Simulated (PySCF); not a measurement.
**Polarisability and C₆ of Cr⁻ (chromium, charge -1)**

[Ar] 3d5 4s2, high-spin 6S determinant. Computed with PySCF 2.14 in def2-TZVPPD (6s6p4d2f1g, 67 functions), with the non-relativistic Hamiltonian (point nucleus). Coupled (time-dependent) response in atomic units; α is the mean over directions.

| method | mean α (bohr³) | C₆ (like pair) | S(−4) |
| --- | --- | --- | --- |
| wB97X-V | 250.6 | 3653 | 54800 |
| wB97M-V | 216.7 | 2735 | 45200 |

S(−4) is the Cauchy moment in α(ω) = α(0) + S(−4) ω² + …

α(iu) at wB97X-V:

| u (hartree) | α(iu) (bohr³) |
| --- | --- |
| 0 | 250.6 |
| 0.0500 | 170.8 |
| 0.100 | 95.17 |
| 0.200 | 38.72 |
| 0.300 | 21.21 |
| 0.500 | 9.952 |
| 0.750 | 5.746 |
| 1.00 | 4.033 |
| 1.50 | 2.499 |
| 2.00 | 1.749 |
| 3.00 | 0.9939 |
| 5.00 | 0.4377 |

A single London oscillator, α(iu) = α/(1 + u²/ω²), gives C₆ = (3/4) ω α². Matching the computed C₆ needs ω = 4 × 3653 / (3 × 250.6²) = 0.0776 hartree.

For an ion, C₆ is the dispersion term alone; charge-induced terms of lower order in 1/R come first.
